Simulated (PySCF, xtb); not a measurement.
SnF₃Cl, SMILES [F][Sn]([F])([F])[Cl].

Harmonic wavenumbers (cm⁻¹) from GFN2-xTB (xtb) at its own minimum, in rising order: 78, 78, 98, 98, 111, 251, 386, 425, 425.

What does PySCF with B3LYP-D3(BJ)/def2-SVP give at its own minimum? (Estimate from the structure and the level; the computed values follow.)

122, 122, 168, 168, 187, 397, 645, 673, 673. Paired by order, the mean absolute difference is 134 cm⁻¹ and the zero-point energies are 2.8 and 4.5 kcal/mol.
